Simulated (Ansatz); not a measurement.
Consider the formal exchange of groups at a B–N bond: `C=NBI` + `CC#CCF` → `FCBI` + `C=NC#CC`.

Calculated with Ansatz (gas phase, PBE0-D4/def2-TZVP geometries, no zero-point term in ΔE). CCSD(T)/CBS adds triple-zeta CCSD(T) − MP2 to the extrapolated MP2 energy (def2 sets, frozen cores). Functionals use def2-TZVPP. def2 core potentials past Kr. For I outer-core shells are correlated without core-valence functions, which leaves a few kJ/mol of doubt a bond. Each species was taken in one conformer, which may not be the lowest.

`C=NBI`:

Cartesian coordinates in Å:
```
C 0.844 -1.033 0.303
N 0.015 -0.173 -0.031
B -0.882 0.764 -0.391
I -0.601 2.790 0.270
H 1.724 -1.245 -0.311
H 0.726 -1.609 1.226
H -1.826 0.505 -1.066
```

`CC#CCF`:

Cartesian coordinates in Å:
```
C 0.743 -1.381 1.339
C 0.235 -0.417 0.383
C -0.193 0.385 -0.403
C -0.697 1.348 -1.362
F -1.742 2.089 -0.838
H 0.587 -2.404 0.988
H 0.230 -1.272 2.297
H 1.812 -1.237 1.511
H -1.067 0.841 -2.259
H 0.091 2.048 -1.657
```

`FCBI`:

Z-matrix (Å, degrees):
```
C
B 1 1.553
F 1 1.379 2 116.6
H 1 1.101 2 108.6 3 122.9
H 1 1.101 2 108.6 3 -122.9
I 2 2.099 1 122.4 3 0.0
H 2 1.191 1 119.6 3 -180.0
```

`C=NC#CC`:

Cartesian coordinates in Å:
```
C -1.666 -1.858 0.800
N -0.674 -1.201 1.242
C -0.053 -0.288 0.494
C 0.583 0.556 -0.086
C 1.345 1.569 -0.788
H -2.075 -1.725 -0.205
H -2.133 -2.589 1.456
H 0.962 1.743 -1.796
H 1.316 2.518 -0.246
H 2.395 1.274 -0.871
```

```csv
species,r2SCAN-D4 energy (Eh)
`C=NBI`,-417.33919
`CC#CCF`,-255.16927
`FCBI`,-462.41914
`C=NC#CC`,-210.04218
```

**Question.** Work out ΔE.

**Answer.** ΔE = (-462.41914) + (-210.04218) − (-417.33919) − (-255.16927) = 0.04714 Eh = +29.6 kcal/mol. CCSD(T)/CBS gives +30.7 kcal/mol.

Largest T1 diagnostic among the species: 0.013.

At CCSD(T), def2-SVP lies +1.9 kcal/mol from the extrapolated value and def2-TZVPP −0.3 kcal/mol. Leaving LDA and LC-ωPBE aside and taking each functional with its dispersion term where it has one, the values, not all of them listed here, spread over 3.1 kcal/mol, from revPBE-D4 to CAM-B3LYP-D4. LDA lies +0.8 kcal/mol from PBE without D4.
